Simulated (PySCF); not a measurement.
## Telling isomers of C₇H₁₆N₂ apart by NMR

Theoretical values (PySCF 2.14): σ from GIAO-PBE0/pcSseg-1, structure optimised with GFN2-xTB. Equivalent nuclei averaged, isolated molecule, single conformer, relativity neglected.

Scale: TMS for 1H, 13C (reference shieldings calculated alike). Where no couplings were computed, multiplicities follow the n + 1 count of equivalent neighbours, and m marks all less simple cases (inequivalent or close neighbours, rings, F or P nearby). Shifts are as computed. Against solution values, carbons near 30 ppm lie about +3 ppm off and those near 130 ppm about +5 ppm. Of 1211 compounds with measured shifts, 218 miss one by over three times the rms of a fit or turn the order of signals round; such compounds aren't used in these exercises. OH and NH positions are gas-phase values without hydrogen bonding to other molecules.

(1) Tabulate the signals of `CN/N=C(\C)C(C)(C)C`, `CC(C)=NNC(C)(C)C` and their relative energies.

(2) What is the quickest way to tell CN/N=C(\C)C(C)(C)C from CC(C)=NNC(C)(C)C?

## Answers

(1) 
```tsv
SMILES	carbon types	δC	δH	E rel. (kcal/mol)
CN/N=C(\C)C(C)(C)C	2×C 5×CH3	145.0, 41.1, 40.4, 29.7, 10.1	4.13 (br s, 1H), 3.25 (s, 3H), 1.62 (s, 3H), 1.07 (s, 9H)	6.0
CC(C)=NNC(C)(C)C	2×C 5×CH3	134.4, 54.7, 30.1, 29.8, 14.6	4.21 (br s, 1H), 2.03 (s, 3H), 1.66 (s, 3H), 1.22 (s, 9H)	0.0
```

Energies are electronic energies at PBE0/pcSseg-1 on these geometries, without zero-point or thermal terms, each for the one conformer computed, which needn't be the lowest.

(2) Both give the same number of carbon signals, with the same numbers of each carbon type, so the positions decide. The first has a quaternary sp3 carbon (C) at 40.4 ppm, the second a fully substituted sp3 carbon bonded to N (C) at 54.7 ppm. Their most deshielded carbons lie at 145.0 and 134.4 ppm. In the proton spectra the most deshielded non-exchanging signals are 3.25 (s, 3H) and 2.03 (s, 3H).
